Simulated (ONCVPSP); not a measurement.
## Before and after: ONCV potential for Mg

```
Element                 : magnesium (Mg)
Generator               : ONCVPSP 4.0.1
Type                    : optimised norm-conserving Vanderbilt (ONCV)
Functional              : LDA (Perdew-Zunger)
Relativity              : scalar-relativistic
Frozen core             : [Ne]
Valence charge          : 2
Reference configuration : 3s1 3p1
Partial waves           : 3s: rc 2.20 bohr, ncon 3, nbas 6, qcut 2.4 1/bohr, 2 projectors, debl 2 Ha; 3p: rc 2.90 bohr, ncon 4, nbas 7, qcut 2.3 1/bohr, 2 projectors, debl 3.9 Ha; d scattering state at 0.44 Ha: rc 2.25 bohr, ncon 4, nbas 8, qcut 4.9 1/bohr, 1 projector
Local potential         : polynomial inside 1.45 bohr (lpopt 5, dvloc0 0 Ha)
Core correction         : Teter function fitted to the true core (icmod 2), fcfact 0.55
```

All-electron outer shells of the reference configuration (LDA (Perdew-Zunger), scalar-relativistic, ld1.x):

| shell | level (eV) | outermost node (bohr) | outermost maximum (bohr) |
| --- | --- | --- | --- |
| 2s | -81.35 | 0.18 | 0.55 |
| 2p | -48.76 | – | 0.48 |
| 3s | -5.77 | 0.90 | 2.44 |
| 3p | -2.13 | 0.95 | 3.33 |

Change: s: qcut 1.7.

Cutoffs: the cutoffs (Ha) at which the residual kinetic energy of the hardest occupied pseudo-wave falls to 1 and 0.1 mHa per electron; they do not see the model core or the augmentation charge, which bear on the density cutoff. Errors are all-electron minus pseudo energies relative to the spin-unpolarised reference configuration.

**Question.** How do hardness, ghosts and transferability respond?

**Answer.** The potential gets harder (4.5 Ha and 17 Ha → 13 Ha and 20 Ha); both files keep a bound ghost (p); of the 4 tests that both files solve, the error grows in 2 and shrinks in 0 by more than 15 % and 0.3 meV (median size 2.7 → 4.3 meV).

```tsv
quantity	base	changed
cutoff, loose	4.5 Ha	13 Ha
cutoff, tight	17 Ha	20 Ha
loose cutoff by channel	s 4.5 Ha, p 1.3 Ha	s 13 Ha, p 1.3 Ha
bound ghosts	p	p
GHOST(+) flags under 300 eV	s at 81.6 eV, p at 158.2 eV	s at 96.6 eV, p at 158.2 eV
error for 3s2 3p0, meV [ΔE -3.52 eV]	-3.7	-6.0
error for 3s1 3p0, meV [ΔE 4.55 eV]	+1.6	+1.8
error for 3s1.5 3p0, meV [ΔE -0.33 eV]	-1.7	-2.6
error for 3s0 3p1, meV [ΔE 8.94 eV]	-28	-32
s: phases at 2.23 bohr within 0.05 rad from the reference energy up to (Ha; the scan ends near 5)	2.6	2.7
p: phases at 2.94 bohr within 0.05 rad from the reference energy up to (Ha; the scan ends near 5)	n/a	n/a
d: phases at 2.28 bohr within 0.05 rad from the reference energy up to (Ha; the scan ends near 5)	2.4	2.4
rms error of d²Exc/dni dnj with the model core, mHa	0.50	0.40
```

Base: The cutoffs count occupied waves only; projector 2 of the p channel, the hardest unoccupied one, needs 30 Ha at the loose tolerance. A true bound ghost makes a file unfit for plane-wave use even where its test errors are small: the radial tests pick states by their node count and pass the ghost by.
